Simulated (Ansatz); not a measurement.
Job for Ansatz (a first-principles code): U-B3LYP/cc-pVTZ on CH4OSe (SMILES CO[SeH]), a point of a bond scan (R = 3.413 Å).

Ansatz 0.2 input:
```yaml
crystal:
  periodic: [false, false, false]
  atoms:
    - {symbol: Se, position_ang: [-0.41492107, -0.17549096, 0.59531816]}
    - {symbol: H, position_ang: [-2.24406486, -2.36703057, -1.27461820]}
    - {symbol: O, position_ang: [1.00206838, -0.07274541, -0.52899915]}
    - {symbol: C, position_ang: [0.82004707, 0.78150980, -1.65532573]}
    - {symbol: H, position_ang: [0.54504510, 1.79564433, -1.35453106]}
    - {symbol: H, position_ang: [1.78085368, 0.80236944, -2.17191480]}
    - {symbol: H, position_ang: [0.05478906, 0.38991742, -2.33272635]}
basis:
  gaussian:
    orbitals: cc-pVTZ
hamiltonian:
  xc: {name: B3LYP}
magnetization: {spin_polarized: true, initial_magnetization: 0}
```

The head of its log:

```
WARN ansatz: RAYON_NUM_THREADS=1 ignored (pool sized by the plan → 1); use --threads N
Functional definition: B3LYP
integrals: 0.06 GiB planned
982 factors; their error is unknown
mean field: 0.87 GiB planned
mean field evaluation 1: about -68491.5744 eV, gradient 3.6e1 eV
mean field evaluation 2: about -68439.4867 eV, gradient 1.0e2 eV
```

Problem. Predict the final total energy.

Solution. -2517.2651 hartree. Its determinant has ⟨S²⟩ = 0.96, a mixture of spin states.
